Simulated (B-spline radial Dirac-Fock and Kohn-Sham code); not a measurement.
**Ho⁵⁺: eigenvalues, ΔSCF and the reference**

System: holmium as Ho⁵⁺ in the configuration [Kr] 4d10 4f9 5s2 5p5.

The density-functional columns are spherical, spin-unpolarised Dirac-Kohn-Sham results without Breit or QED terms: −ε is minus the orbital energy of the initial state and ΔSCF the difference of two total energies. The reference in the last column comes from Dirac-Fock (average of configuration) total-energy differences with a finite nucleus, the Breit interaction including its frequency dependence, and self-energy and vacuum-polarisation corrections. All numbers are from an atomic code on a B-spline grid, in eV; a selection of levels is shown. The Kohn-Sham columns are given as differences from the reference. For the 1s level of heavy atoms much of the gap between ΔSCF and the reference is the Breit and QED part, -250.9 eV here; for other levels the error of the functional can be larger.

```
     level  PBE −ε − DF  PBE ΔSCF − DF  LDA −ε − DF  LDA ΔSCF − DF  Dirac-Fock
    K (1s)       -199.3         +290.0       -249.5         +238.3     55694.7
   L1 (2s)       -143.3          -53.1       -150.2          -59.7      9481.4
L2 (2p1/2)       -106.5           +8.2       -109.5           +5.3      8998.5
L3 (2p3/2)       -116.3          -14.4       -118.3          -16.3      8151.6
   M1 (3s)        -74.4          -46.1        -76.4          -48.0      2217.5
M2 (3p1/2)        -60.0          -29.9        -60.7          -30.5      2007.6
M3 (3p3/2)        -59.3          -31.3        -59.8          -31.7      1828.0
M4 (3d3/2)        -39.4           -6.4        -39.2           -6.2      1472.8
M5 (3d5/2)        -40.2           -8.0        -40.0           -7.8      1434.5
   N1 (4s)        -37.9          -23.7        -38.7          -24.6       519.2
N2 (4p1/2)        -31.0          -17.0        -31.3          -17.3       434.6
N4 (4d3/2)        -18.8           -5.6        -18.8           -5.6       253.9
N5 (4d5/2)        -18.9           -5.8        -18.9           -5.8       246.6
 N6,7 (4f)         -8.3           +3.4         -7.9           +3.8       80.85
   O1 (5s)         -9.9           -1.2         -9.5           -0.9       123.0
 O2,3 (5p)         -6.3           +1.6         -5.9           +1.9       92.17
```

Values without a named source are computed, but for edge energies of neutral atoms, which are taken from tables.
